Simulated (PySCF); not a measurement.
C7H9NOSi.
Numbering: `[CH3:1][CH2:2][Si@H:3]1[C:4](=[O:5])[CH:6]=[C:7]1[CH2:8][C:9]#[N:10]`

NICS = −σ at a ghost point: NICS(0) at the centroid of the ring atoms, NICS(1) 1 Å to either side along the normal of their mean plane, zz for the tensor component along that normal. Level: GIAO PBE0/pcSseg-1 (PySCF, non-relativistic, gas phase) on the GFN2-xTB geometry, one conformer.

Ring bond lengths (Å), with Mayer bond orders in brackets: Si3–C4 1.956 (0.82), C4–C6 1.476 (0.97), C6–C7 1.346 (1.72), C7–Si3 1.916 (0.82).

Problem. What do the NICS probes read (ppm)?

Solution. 
```csv
ring,type,NICS(0),"NICS(1), two faces","NICS(1)zz, two faces",rms pucker (Å),"centre to ring atoms, mean (Å)"
Si3–C4–C6–C7,"4-membered ring with Si; formal bonds 1 double, 3 single",6.5,-2.9 / -2.9,-1.1 / -0.7,0.01,1.18
```

Problem. What do they say, and how far can they be read as aromaticity?

Solution. 
- Si3–C4–C6–C7: mean NICS(1)zz -0.9 ppm, near zero. Si3 has four or more neighbours, and the NICS criterion for π rings isn't applied. NICS(0) lies 9 ppm above the mean NICS(1).

Problem. What are the shieldings of the ring atoms and their hydrogens in the same run (means over atoms taken as equivalent)?

Solution. 
```json
{"atoms": "Si3", "environment": "SiH silicon", "σ isotropic (ppm)": "335.3", "principal values of the symmetric part, first atom (ppm)": "260.5, 339.0, 406.5"}
{"atoms": "C4", "environment": "carbonyl carbon", "σ isotropic (ppm)": "-34.2", "principal values of the symmetric part, first atom (ppm)": "-114.1, -66.0, 77.4"}
{"atoms": "C6", "environment": "alkene CH carbon", "σ isotropic (ppm)": "17.2", "principal values of the symmetric part, first atom (ppm)": "-73.7, 21.0, 104.2"}
{"atoms": "C7", "environment": "fully substituted alkene carbon", "σ isotropic (ppm)": "-9.4", "principal values of the symmetric part, first atom (ppm)": "-144.8, -46.3, 163.0"}
{"atoms": "H on Si3", "environment": "Si–H hydrogen", "σ isotropic (ppm)": "26.09", "principal values of the symmetric part, first atom (ppm)": "23.4, 24.6, 30.2"}
{"atoms": "H on C6", "environment": "vinylic hydrogen", "σ isotropic (ppm)": "24.41", "principal values of the symmetric part, first atom (ppm)": "21.6, 24.6, 27.1"}
```

The run took 68 s of wall time on Arm Neoverse V1, one thread (shared host), and the process peaked at 1.1 GiB of memory. This is the whole shielding run at PBE0/pcSseg-1, SCF included.

The values belong to the conformer `[CH3:1][CH2:2][Si@H:3]1[C:4](=[O:5])[CH:6]=[C:7]1[CH2:8][C:9]#[N:10]`: C1–C2–Si3–C4 -31°, C6–C7–C8–C9 132°.
